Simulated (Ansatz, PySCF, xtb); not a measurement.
Energy difference 2 R1 + R2 + R3 → 3 P1 + P2, each structure at its B3LYP-D3(BJ)/def2-TZVP stationary point, reached from a drawn start (curvature not checked).
P1: H2 (SMILES [H][H]), charge 0, multiplicity 1.
R1: HCl (SMILES Cl), charge 0, multiplicity 1.
R2, HF (SMILES F) (charge 0, multiplicity 1):
```xyz
2

F      0.000     0.000     0.462
H      0.000     0.000    -0.462
```
R3, SiH4 (SMILES [SiH4]) (charge 0, multiplicity 1, Z-matrix in Å and degrees):
```
Si
H 1 1.4803
H 1 1.4803 2 109.47
H 1 1.4803 2 109.47 3 120.00
H 1 1.4803 2 109.47 3 -120.00
```
P2: Cl2FHSi (SMILES F[SiH](Cl)Cl), charge 0, multiplicity 1.

```tsv
level	reaction energy (kcal/mol)	minus CCSD(T)/cc-pV(Q+d)Z
GFN1-xTB	-84.19	-18.64
GFN2-xTB	-46.44	19.11
HF/cc-pV(D+d)Z	-46.43	19.12
HF/cc-pV(T+d)Z	-59.13	6.42
HF/cc-pV(Q+d)Z	-59.73	5.82
PBE/def2-TZVPP	-62.22	3.33
PBE-D3(BJ)/def2-TZVPP	-63.73	1.82
PBE-D4/def2-TZVPP	-64.37	1.18
BLYP/def2-TZVPP	-62.16	3.38
BLYP-D3(BJ)/def2-TZVPP	-65.90	-0.35
BLYP-D4/def2-TZVPP	-66.75	-1.20
revPBE/def2-TZVPP	-61.17	4.37
revPBE-D4/def2-TZVPP	-66.01	-0.46
r2SCAN/def2-TZVPP	-69.21	-3.66
r2SCAN-D4/def2-TZVPP	-69.67	-4.12
B3LYP/def2-TZVPP	-61.86	3.69
B3LYP-D3(BJ)/def2-TZVPP	-65.02	0.52
B3LYP-D4/def2-TZVPP	-65.44	0.10
PBE0/def2-TZVPP	-61.28	4.27
PBE0-D3(BJ)/def2-TZVPP	-62.78	2.77
BHLYP/def2-TZVPP	-61.88	3.67
BHLYP-D3(BJ)/def2-TZVPP	-64.79	0.76
BHLYP-D4/def2-TZVPP	-65.14	0.41
M06-2X/def2-TZVPP	-70.61	-5.06
CAM-B3LYP/def2-TZVPP	-62.13	3.42
CAM-B3LYP-D3(BJ)/def2-TZVPP	-63.76	1.78
wB97X-V/def2-TZVPP	-64.76	0.79
B2PLYP-D3(BJ)/def2-TZVPP	-66.27	-0.73
B2PLYP-D4/def2-TZVPP	-66.03	-0.48
MP2/cc-pV(D+d)Z	-56.33	9.22
MP2/cc-pV(T+d)Z	-68.93	-3.38
MP2/cc-pV(Q+d)Z	-70.74	-5.19
SCS-MP2/cc-pV(D+d)Z	-53.82	11.73
SCS-MP2/cc-pV(T+d)Z	-65.87	-0.33
CCSD/cc-pV(D+d)Z	-48.50	17.04
CCSD/cc-pV(T+d)Z	-60.87	4.68
CCSD/cc-pV(Q+d)Z	-63.45	2.09
CCSD(T)/cc-pV(D+d)Z	-50.04	15.51
CCSD(T)/cc-pV(T+d)Z	-62.87	2.68
CCSD(T)/cc-pV(Q+d)Z	-65.55	0.00
```

 The comparison column counts from a level with limits of its own.

P less R. No zero-point or thermal terms.

Frozen-core correlation throughout.

Codes used: Ansatz (a program for electronic structure); PySCF for M06-2X and the D3/D4 terms; xtb for the GFN methods. Each number belongs to the level named beside it.
